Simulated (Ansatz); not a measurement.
A made-up structure of CH$_{3}$OSe (charge +1), closed shell:

O1  (-1.002, -0.354, -0.023)
C2  (0.142, 0.056, -0.411)
Se3  (1.462, 0.507, 0.730)
H4  (-0.257, -0.054, 0.565)
H5  (0.359, 0.146, -1.477)
H6  (0.656, 0.207, 1.931)
(Å)

It is relaxed with PBE-D4/def2-SVP and then PBE0-D4/def2-TZVP (Ansatz 0.2.0). Atoms count as bonded within 1.22 times the sum of their covalent radii (H–H: 0.88 Å). The end point is not checked to be a true minimum.

Task: Does its bonding change? (A judgement: the text doesn't fix the answer.)

Result: The calculation gives: Yes. Formed: none; broken: C2–H4, Se3–H4.

Where it ends: The first stage lowers the energy by 4.13 eV in 13 steps. It ends as CH₃OSe ([OH][CH][SeH]), total charge +1:
```tsv
atom	x (Å)	y (Å)	z (Å)
O1	-0.9018	-0.2904	-0.1238
C2	0.2707	0.1017	-0.4220
Se3	1.6730	0.5652	0.6251
H4	-1.1028	-0.3610	0.8258
H5	0.4448	0.1638	-1.4970
H6	0.9757	0.3279	1.9061
```

Labels in which every atom is bracketed show which atoms are joined, not bond orders.

For scale, one of the runs: PBE0-D4/def2-TZVP relaxation, 128 basis functions, launched by `ansatz run in.yaml --threads 2 --pin off --events-out ev --progress --plain --max-ram 4352MiB`. Hardware: 2 CPU threads of an Arm Neoverse V1, shared host. Wall time about 20 s.
